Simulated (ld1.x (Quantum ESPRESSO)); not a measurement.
**tungsten, TM: configuration errors across variants**

```
Element                 : tungsten (W)
Generator               : ld1.x (Quantum ESPRESSO) 7.5
Type                    : norm-conserving Troullier–Martins (Kleinman–Bylander form)
Functional              : Wu–Cohen
Relativity              : scalar-relativistic
Frozen core             : [Xe] 4f14
Valence charge          : 6
Reference configuration : 5d4 6s2 6p0
Partial waves           : 6s (bound): rc 2.90 bohr; 6p (bound, empty): rc 3.80 bohr; 5d (bound): rc 1.75 bohr
Local potential         : the d channel
Core correction         : Bessel-smoothed model core inside 1.25 bohr
```

All-electron excitation energies from the reference (eV): (1) 5d4 6s1 6p0 8.942; (2) 5d4 6s0 6p0 24.636; (3) 5d3 6s0 6p0 50.043; (4) 5d4 6s1.5 6p0 3.660; (5) 5d4 6s1 6p1 4.583; (6) 5d2 6s0 6p0 87.277.

Tests that are not counted but printed errors over 1 eV. “base”: 5d4 6s0 6p1 (solver errors, printed error -2.6 eV). “wave 6s (bound): rc 2.90 bohr becomes 6s (bound): rc 1.82 bohr”: 5d4 6s0 6p1 (solver errors, printed error -2.6 eV). “wave 6s (bound): rc 2.90 bohr becomes 6s (bound): rc 2.18 bohr”: 5d4 6s0 6p1 (solver errors, printed error -2.6 eV). “wave 6s (bound): rc 2.90 bohr becomes 6s (bound): rc 3.34 bohr”: 5d4 6s0 6p1 (solver errors, printed error +1.2 eV). “wave 6s (bound): rc 2.90 bohr becomes 6s (bound): rc 3.58 bohr”: 5d4 6s0 6p1 (solver errors, printed error -2.7 eV).

A true bound ghost makes a file unfit for plane-wave use even where its test errors are small: the radial tests pick states by their node count and pass the ghost by. Where a test does run into it, the solver fails or the error is huge.

Errors AE − PS in meV (a dash: test not solved or not reliable):

```tsv
change	(1)	(2)	(3)	(4)	(5)	(6)	bound ghosts
base	-11	-51	-142	-2.9	-4.9	-610	s, p
wave 6s (bound): rc 2.90 bohr becomes 6s (bound): rc 1.82 bohr	-11	-45	-198	-2.9	-10	-766	s, p
wave 6s (bound): rc 2.90 bohr becomes 6s (bound): rc 2.18 bohr	-9.1	-42	-142	-2.6	-4.0	-624	s, p
wave 6s (bound): rc 2.90 bohr becomes 6s (bound): rc 2.62 bohr	-11	-53	-126	-3.0	-4.7	-569	s, p
wave 6s (bound): rc 2.90 bohr becomes 6s (bound): rc 3.34 bohr	-10	-57	-215	-2.7	-7.5	-772	s, p
wave 6s (bound): rc 2.90 bohr becomes 6s (bound): rc 3.58 bohr	-11	-72	-301	-2.7	-11	-949	s, p
wave 6s (bound): rc 2.90 bohr becomes 6s (bound): rc 4.32 bohr	-24	-194	-717	-4.6	–	-1738	s, p
```

(1) Give the same row for: wave 6s (bound): rc 2.90 bohr becomes 6s (bound): rc 4.02 bohr.

Results:

(1) -17, -134, -533, -3.6, –, -1398; bound ghosts: s, p. Not counted: 5d4 6s1 6p1 (solver errors, printed error -166 eV); 5d4 6s0 6p1 (solver errors, printed error -2.7 eV).
